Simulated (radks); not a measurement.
Task: These are the eigenvalues of the occupied orbitals of an atom or ion with whole-number occupations (eV). Calculated with a radial shooting solver on a logarithmic mesh with Libxc functionals: non-relativistic Kohn-Sham, Slater X-alpha with alpha = 0.667, spin-unpolarised, spherical densities, point nucleus.

orbital  eigenvalue
1s        -1507.081
2s        -113.6105
2p         -76.3224
3s         -13.7596

Which element is it, and in what charge state? The configuration may be excited.

Result: Z = 13, aluminium, charge +1: Al+ in [Ne] 3s2. The list shows which subshells hold electrons but not how many an open one holds; the 1s level, -55.384 hartree, gives Z - s = 10.5 by -(Z - s)^2/2, which with screening narrows Z to a few neighbours, and the depths of the outer levels then fix element, charge and occupations together.
